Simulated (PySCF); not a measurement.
**Frontier levels across methods**

Compound: borazine, B3H6N3.
Numbering: `[BH:1]1[NH:2][BH:3][NH:4][BH:5][NH:6]1` (hydrogens: H7 on B1; H8 on N2; H9 on B3; H10 on N4; H11 on B5; H12 on N6)

Cartesian coordinates in Å at the PBE0-D3(BJ)/def2-SVP level; atoms count from 1:
```xyz
12
B3H6N3 angstrom
B      0.990   -1.050   -0.086
N      1.356    0.290    0.239
B      0.402    1.348    0.326
N     -0.964    1.022    0.076
B     -1.393   -0.299   -0.251
N     -0.392   -1.313   -0.324
H      1.819   -1.928   -0.159
H      2.331    0.500    0.410
H      0.739    2.477    0.599
H     -1.657    1.757    0.133
H     -2.558   -0.549   -0.459
H     -0.673   -2.256   -0.557
```

Basis pcSseg-2 throughout (PySCF), one geometry. Isolated species at its PBE0-D3(BJ)/def2-SVP geometry, gas phase.

Task: How do the orbital energies and the gap change with the method?

Result: 
| method | kind | HOMO (eV) | LUMO (eV) | gap (eV) | SCF cycles |
| --- | --- | --- | --- | --- | --- |
| B97-2 | global hybrid | -7.90 | 0.30 | 8.20 | 12 |
| PBE0 | global hybrid | -8.19 | 0.28 | 8.47 | 12 |
| mPW1PW91 | global hybrid | -8.20 | 0.28 | 8.48 | 12 |
| BHandHLYP | global hybrid | -9.31 | 1.28 | 10.59 | 12 |
| CAM-B3LYP | range-separated hybrid | -9.54 | 1.32 | 10.86 | 12 |
| wB97X-D | range-separated hybrid | -10.04 | 2.08 | 12.12 | 12 |
| LC-wPBE | range-separated hybrid | -10.95 | 2.44 | 13.39 | 12 |

The HOMO spans 3.05 eV, from B97-2 down to LC-wPBE, and the gap runs from 8.20 eV (B97-2) to 13.39 eV (LC-wPBE). Over the methods B97-2 (21 %), PBE0 (25 %), mPW1PW91 (25 %), BHandHLYP (50 %), a straight line through the gap against the share of exact exchange rises by 0.84 eV for each 10 % (correlation coefficient 1.000). The dipole is below 0.03 D at every level.
